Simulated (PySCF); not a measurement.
These are B3LYP-D3(BJ)/def2-TZVP // r2SCAN-D4/def2-SVP (PySCF 2.14.0) values and carry that method's errors. Gas-phase values, no solvent. B3LYP has the VWN-RPA correlation part, as in Gaussian. 

Reference species: [Hf(Cl)4] (neutral, multiplicity 1).

The mean distance from the central atom to its bonded neighbours is 2.333 Å and the HOMO is -9.42 eV.

Changed species: [Hf(Cl)2(H)2] (2 of 4 Cl replaced by H; the reference has 0 of 4 Cl replaced by H).

### Question
What does the change do to the mean distance from the central atom to its bonded neighbours and HOMO?

### Answer
the mean distance from the central atom to its bonded neighbours decreases by 0.248 Å, to 2.085 Å; the HOMO goes up by 0.81 eV, to -8.61 eV.
